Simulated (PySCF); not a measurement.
## `COc1cocp1`: 4 charge schemes on one density

C4H5O2P.
Z-matrix (Å and degrees, GFN2-xTB geometry), rows numbered from 1:
```
C 
O   1  1.4063
C   2  1.3534  1  114.97
C   3  1.3658  2  122.25  1   179.99
O   4  1.3353  3  114.88  2  -179.98
C   5  1.3313  4  111.54  3     0.01
P   6  1.7096  5  116.49  4    -0.02
H   1  1.0965  2  110.98  3   -60.55
H   1  1.0965  2  110.98  3    60.41
H   1  1.0884  2  106.47  3   179.94
H   4  1.0735  3  128.18  2     0.03
H   6  1.0761  5  115.62  4  -179.96
```

Density: PBE0/pcSseg-1 (PySCF); schemes: Mulliken, IAO, Hirshfeld and ESP-fitted. The structure is a single GFN2-xTB conformer in the gas phase; no vibrational or solvent corrections.

Task: Tabulate the Mulliken, IAO, Hirshfeld and ESP-fitted charges.

Result: In e:

```csv
atom,environment,Mulliken,IAO,Hirshfeld,ESP-fitted
C1,methoxy carbon,-0.045,-0.205,-0.036,-0.121
O2,aryl ether oxygen,-0.456,-0.317,-0.115,-0.321
C3,aromatic carbon bearing oxygen,-0.175,-0.053,-0.015,+0.290
C4,aromatic CH next to a ring oxygen,+0.205,-0.034,-0.018,-0.191
O5,furan-type oxygen,-0.322,-0.191,-0.046,-0.129
C6,aromatic CH next to a ring oxygen,-0.137,-0.214,-0.045,-0.033
P7,phosphorus bonded to 2 C,+0.304,+0.216,+0.020,-0.202
H8,methyl hydrogen,+0.119,+0.138,+0.039,+0.105
H9,methyl hydrogen,+0.119,+0.137,+0.039,+0.105
H10,methyl hydrogen,+0.133,+0.166,+0.058,+0.130
H11,aromatic hydrogen,+0.123,+0.179,+0.063,+0.195
H12,aromatic hydrogen,+0.133,+0.179,+0.056,+0.171
```

Mean size of the charges over all atoms: Mulliken 0.189 e, IAO 0.169 e, ESP-fitted 0.166 e, Hirshfeld 0.046 e. Each set sums to the total charge, 0, to within 0.001 e. The Mulliken scheme gives each basis function's population to the atom it is centred on and halves the overlap population of two atoms between them. The Hirshfeld scheme divides the density at each point in proportion to the densities of the neutral, spherically averaged free atoms.

Lowest charge. All schemes agree: Mulliken O2 (-0.456); IAO O2 (-0.317); Hirshfeld O2 (-0.115); ESP-fitted O2 (-0.321).

Highest charge. The schemes don't all agree: Mulliken P7 (+0.304); IAO P7 (+0.216); Hirshfeld H11 (+0.063); ESP-fitted C3 (+0.290).

Task: How many electrons does the Hirshfeld scheme count on C4?

Result: Z − q = 6 − (-0.018) = 6.018.

Task: Sum the charges by element, for elements with more than one atom.

Result: 
| element | atoms | Mulliken | IAO | Hirshfeld | ESP-fitted |
| --- | --- | --- | --- | --- | --- |
| C | 4 | -0.152 | -0.506 | -0.114 | -0.055 |
| O | 2 | -0.778 | -0.508 | -0.161 | -0.449 |
| H | 5 | +0.626 | +0.798 | +0.255 | +0.706 |

The run behind these numbers computed NMR shieldings as well. On an Arm Neoverse N1 with one thread (shared host), this took 25 s of wall time and 0.71 GiB of memory at its peak.
